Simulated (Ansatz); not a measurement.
Si(CCH)2H2 (C₄H₄Si): single points at one geometry.

```yaml
crystal:
  periodic: [false, false, false]
  atoms:
    - {symbol: Si, position_ang: [-0.789129, -0.004819, -0.536467]}
    - {symbol: C, position_ang: [-0.762032, -0.025961, 1.295904]}
    - {symbol: C, position_ang: [-0.752947, -0.040157, 2.512130]}
    - {symbol: H, position_ang: [-0.743411, -0.052686, 3.587895]}
    - {symbol: C, position_ang: [0.924567, 0.027060, -1.185301]}
    - {symbol: C, position_ang: [2.058685, 0.048171, -1.624418]}
    - {symbol: H, position_ang: [3.062372, 0.066840, -2.011430]}
    - {symbol: H, position_ang: [-1.516325, 1.208102, -1.004859]}
    - {symbol: H, position_ang: [-1.481790, -1.226540, -1.033455]}
basis:
  gaussian: {orbitals: def2-TZVP, initial_orbitals: start.molden}
hamiltonian: {xc: pbe0, dispersion: d4}
scf: {omitted_lower_state_checks: [starts]}
output: {forces: true, orbitals: {seedname: orbitals}}
```

The file start.molden holds the orbitals of an earlier run on this structure, at another level or in another basis.

```sh
$ ansatz run in.yaml --threads 2 --pin off --events-out ev --progress --plain --max-ram 22528MiB --backend cpu
```

Output, abridged:

```
Functional definition: PBE0
  name "PBE0"
  cite "Adamo & Barone, J. Chem. Phys. 110, 6158 (1999) doi:10.1063/1.478522"
  cite "Perdew, Burke & Ernzerhof, Phys. Rev. Lett. 77, 3865 (1996) doi:10.1103/PhysRevLett.77.3865"
  parent pbe
  parameter a = 0.25
  parameter kappa = 0.804
  parameter beta = 0.06672455060314922
  exchange = (1 - a)*pbe_x(kappa = kappa, mu = beta*pi^2/3) + a*exact_x
  correlation = pbe_c(beta = beta)
these checks for a lower state are left out or cut short: starts
1164 factors; their error is unknown
mean field evaluation 1: about -12077.4009 eV, gradient 1.1e2 eV
mean field evaluation 2: about -12080.1665 eV, gradient 2.7e0 eV
mean field evaluation 4: about -12080.2265 eV, gradient 4.1e-1 eV
mean field evaluation 8: about -12080.2267 eV, gradient 1.2e-5 eV
mean field -12080.22670786 eV, -443.9401432422 hartree, gradient 1.2e-5 eV, S^2 0.000000; 0 other end points of the search recorded, 0 dependent functions left out
the calculation of the forces begins
reference -12080.22674052 eV, -443.9401444424 hartree; 21, 21 occupied and 164, 164 virtual orbitals, 1164 factors
Total energy: -12080.38422998 eV, -443.9459320733 hartree
Atom 0 at    -0.789129    -0.004819    -0.536467 Å, force     0.060488     0.000366     0.041155 eV/Å
Atom 1 at    -0.762032    -0.025961     1.295904 Å, force     0.027366    -0.009435     0.830511 eV/Å
Atom 2 at    -0.752947    -0.040157     2.512130 Å, force    -0.012450     0.008502    -0.734405 eV/Å
Atom 3 at    -0.743411    -0.052686     3.587895 Å, force    -0.002959     0.004339    -0.372123 eV/Å
Atom 4 at     0.924567     0.027060    -1.185301 Å, force     0.782335     0.014228    -0.280438 eV/Å
Atom 5 at     2.058685     0.048171    -1.624418 Å, force    -0.687555    -0.012671     0.258785 eV/Å
Atom 6 at     3.062372     0.066840    -2.011430 Å, force    -0.346982    -0.006441     0.134218 eV/Å
Atom 7 at    -1.516325     1.208102    -1.004859 Å, force     0.091624    -0.119648     0.059731 eV/Å
Atom 8 at    -1.481790    -1.226540    -1.033455 Å, force     0.088133     0.120760     0.062566 eV/Å
Dipole moment:     0.105239     0.000626     0.071529 e Å
Checks for a lower state left out: starts
```

Hardware: 2 threads of AMD EPYC 7R13 on a shared host. Wall time 3.1 s.

First input, but with `hamiltonian: {xc: {name: LC-wPBE}}`, `output: {orbitals: {seedname: orbitals}}` (abridged; 2 s):

```
Functional definition: LC-wPBE
mean field -12082.87080507 eV, -444.0373120225 hartree, gradient 2.5e-5 eV, S^2 0.000000
Total energy: -12082.87080508 eV, -444.0373120227 hartree
Checks for a lower state left out: starts
```

First input, but with `hamiltonian: {xc: r2scan, dispersion: d4}`, `output: {orbitals: {seedname: orbitals}}` (abridged; 2.7 s):

```
Functional definition: r2SCAN
mean field -12085.61895873 eV, -444.1383048066 hartree, gradient 1.8e-5 eV, S^2 0.000000
Total energy: -12085.66531699 eV, -444.1400084411 hartree
Checks for a lower state left out: starts
```

As the first input, with `gaussian: {orbitals: STO-3G}`, `hamiltonian: {xc: hf}`, `output: {orbitals: {seedname: orbitals}}` (abridged; 0.15 s):

```
Functional definition: HF
mean field -11902.09201731 eV, -437.3938141084 hartree, gradient 1.4e-5 eV, S^2 0.000000
Total energy: -11902.09201731 eV, -437.3938141084 hartree
Checks for a lower state left out: starts
```

As the first input, with `hamiltonian: {xc: {name: BHLYP}, dispersion: d4}`, `output: {orbitals: {seedname: orbitals}}` (abridged; 2.2 s):

```
Functional definition: BHLYP
mean field -12086.45217403 eV, -444.1689249041 hartree, gradient 1.7e-5 eV, S^2 0.000000
Total energy: -12086.68610581 eV, -444.1775217383 hartree
Checks for a lower state left out: starts
```

As the first input, with `correlation: {method: mp2}`, `output: {orbitals: {seedname: orbitals}}` and without the key `hamiltonian` (abridged; 2 s):

```
Functional definition: HF
mean field -12046.26439216 eV, -442.6920511606 hartree, gradient 2.5e-6 eV, S^2 0.000000
9 core orbitals not correlated: weight in the atoms' cores, before any rotation towards them, 1.000 or more for the frozen orbitals, at most 0.000 for the correlated occupied ones
second order -19.21505199 eV of doubles, -0.00000000 eV of singles
Total energy: -12065.47944415 eV, -443.3981912969 hartree
Checks for a lower state left out: starts
```

As the first input, with `hamiltonian: {xc: pbe}`, `correlation: {method: rpa}` and without the key `output` (abridged; 3.1 s):

```
Functional definition: PBE
mean field -12079.22297327 eV, -443.9032566761 hartree, gradient 2.9e-6 eV, S^2 0.000000
9 core orbitals not correlated: weight in the atoms' cores, before any rotation towards them, 1.000 or more for the frozen orbitals, at most 0.000 for the correlated occupied ones
Total energy: -12076.42885882 eV, -443.8005748640 hartree
Checks for a lower state left out: starts
```

Geometry: PBE0-D4/def2-SVP.

LC-ωPBE has ω = 0.4 bohr⁻¹. Correlated methods freeze 9 core orbitals.
